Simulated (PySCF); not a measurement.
How the method changes the constants of CsK

State: ¹Σ⁺ (singlet), closed shell. Set-up: PySCF, scalar-relativistic core potentials, basis sets Cs def2-SVP with ECP46, K def2-SVP. De refers to Cs + K in their ground configurations, without counterpoise correction. A positive dipole means Cs(−)K(+).

| Level | Re (Å) | ωe (cm⁻¹) | De (eV) | μ (D) |
| --- | --- | --- | --- | --- |
| RHF-MP2 | 4.353 | 68.7 | 0.298 | n/a |
| RHF-SCS-MP2 | 4.390 | 67.4 | 0.351 | n/a |
| RHF-CCSD | 4.399 | 66.1 | 0.409 | n/a |
| RHF-CCSD(T) | 4.403 | 64.7 | 0.450 | n/a |
| PBE | 4.367 | 64.8 | 0.54 | -1.60 |
| r²SCAN | 4.464 | 64.4 | 0.344 | -1.89 |
| PBE0 | 4.387 | 66.5 | 0.464 | -1.85 |
| r²SCAN0 | 4.427 | 67.3 | 0.343 | -1.91 |
| M06 | 4.219 | 71.0 | 0.63 | -1.32 |
| BHandHLYP | 4.372 | 66.6 | 0.392 | -1.96 |
| CAM-B3LYP | 4.314 | 69.3 | 0.394 | -2.05 |

**Question.** Which functional lies closest to RHF-CCSD(T) in De, which farthest, and by how much do they differ from it?

**Answer.** Closest is PBE0 (-1.6 pm in Re, +2.8 % in ωe, +0.01 eV in De against RHF-CCSD(T) in the same basis), farthest M06 (-18.4 pm in Re, +9.7 % in ωe, +0.18 eV in De). CCSD(T) converges more slowly with the basis than the functionals do and binds too weakly in this one, so the order can change at the basis-set limit.

**Question.** What does a quarter of exact exchange do here, going from PBE to PBE0?

**Answer.** PBE0 less PBE: +2.0 pm in Re, +2.6 % in ωe, -0.08 eV in De. Exact exchange removes part of the self-interaction that spreads semilocal densities, and in most molecules shortens and stiffens the bond and lowers De; here Re goes the other way.

**Question.** What does the step from GGA to meta-GGA do here, going from PBE to r²SCAN?

**Answer.** r²SCAN less PBE: +9.7 pm in Re, -0.6 % in ωe, -0.20 eV in De. 

Correlated steps freeze 5 core orbitals. Closed-shell solutions of metal pairs were not tested for spin polarisation, which can lower them a little. The bond is weak. Basis-set superposition, not corrected here, can be much of De in a small basis, most of all at correlated wavefunction levels. Functionals without a dispersion term scatter widely for such bonds, and LDA overbinds them. Spin–orbit coupling is left out. Where the molecule has an RHF reference, its open-shell atoms are computed with UHF.
